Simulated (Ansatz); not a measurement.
C3H6GeS can be A, `[GeH3]/[CH]=C1\CS1`, or B, `C1=[CH][GeH2][S]C1`.

Program: Ansatz. Geometries: PBE0-D4/def2-TZVP. ΔE: electronic, gas phase. CBS: MP2 limit from def2 TZ/QZ plus the TZ coupled-cluster correction, frozen cores. DFT in def2-TZVPP. B3LYP here is the variant with VWN-RPA as its local correlation; programs differ in this. For Ge outer-core shells are correlated without core-valence functions, which leaves a few kJ/mol of doubt a bond. Scalar relativity is left out up to krypton.

Problem. Which is lower in electronic energy at CCSD(T)/CBS, and by how much? (Estimate.)

Solution. Ansatz gave: B, by 42.3 kcal/mol.

Problem. Give E(B) − E(A) in kcal/mol with CCSD(T)/def2-TZVPP, PBE0-D4, B3LYP, r2SCAN-D4, PBE-D4, B2PLYP, CCSD/def2-TZVPP. (An estimate is asked.)

Solution. The calculation gave: CCSD(T)/def2-TZVPP -41.4, PBE0-D4 -40.7, B3LYP -38.3, r2SCAN-D4 -38.7, PBE-D4 -37.4, B2PLYP -39.7, CCSD/def2-TZVPP -42.3. None reverses the order clearly.

Largest T1 diagnostic: 0.013.

From PBE to PBE0 (25 % exact exchange), in def2-TZVPP and without D4, E(B) − E(A) moves by −3.4 kcal/mol. The D4 term adds −1.4 kcal/mol with B3LYP and −0.7 kcal/mol with PBE0; it sums over pairs of atoms, weighted by their polarisabilities, and B3LYP, whose exchange is more repulsive, gets the larger term.
